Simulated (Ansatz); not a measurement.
GaCl2(NH2) (GaNCl2H2). Charge 0, multiplicity 1. Geometry relaxed at PBE0-D4/def2-SVP.

```xyz
6

Ga    0.586    0.060    0.411
Cl    0.898    1.799    1.606
Cl    2.042   -1.498    0.455
N    -0.869   -0.086   -0.617
H    -1.065   -0.895   -1.192
H    -1.592    0.621   -0.662
```

(1) Estimate the harmonic wavenumbers at RKS PBE0-D4/def2-SVP (Ansatz, unscaled). Is this a minimum?

## Answers

(1) 125, 126, 148, 202, 373, 403, 460, 735, 758, 1505, 3635, 3752 cm⁻¹. Yes, no mode is imaginary beyond noise. Zero-point energy 73.1 kJ/mol. Hardware: 4 threads of Arm Neoverse V1 on a shared host. Wall time 29 s.
